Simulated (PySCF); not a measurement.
## From computed data to an observable: dipole moment from atomic charges

CHCl2FOSi, SMILES O=C[Si](F)(Cl)Cl. Atoms are numbered in the order given.

```xyz
7

O     -2.2838    -0.9907    -0.7690
C     -1.8501    -0.0684    -0.1236
Si     0.0166     0.0819     0.3071
F      0.1756     0.1862     1.9101
Cl     1.0392    -1.5410    -0.3682
Cl     0.7305     1.8207    -0.5044
H     -2.5272     0.7597     0.2384
```
Charge 0, spin multiplicity 1.

Geometry: r2SCAN-D4/def2-SVP. This is a generated structure with no PubChem entry under its InChIKey; it may be hypothetical. One conformer was computed; it need not be the lowest.

Charges (e) from PBE/def2-TZVP (PySCF):

```csv
atom,ESP fit,IAO
O1,-0.350,-0.305
C2,0.394,-0.029
Si3,0.121,1.232
F4,-0.128,-0.497
Cl5,-0.009,-0.250
Cl6,-0.050,-0.267
H7,0.023,0.116
```

The dipole moment of the full density is 1.20 D.

Q: What dipole moment does each set of point charges give, and which comes closer to that of the density?

A: 
μ = Σ q r, and 1 e Å = 4.8032 D.
ESP fit: Σ q r = (-0.054, 0.246, 0.047) e Å, |μ| = 1.23 D.
IAO: Σ q r = (-0.065, 0.300, -0.078) e Å, |μ| = 1.52 D.
ESP fit comes closer in size. Point charges leave out the atoms' own dipoles (lone pairs, polarised bonds); fits to the potential absorb them, partitions of the density don't.
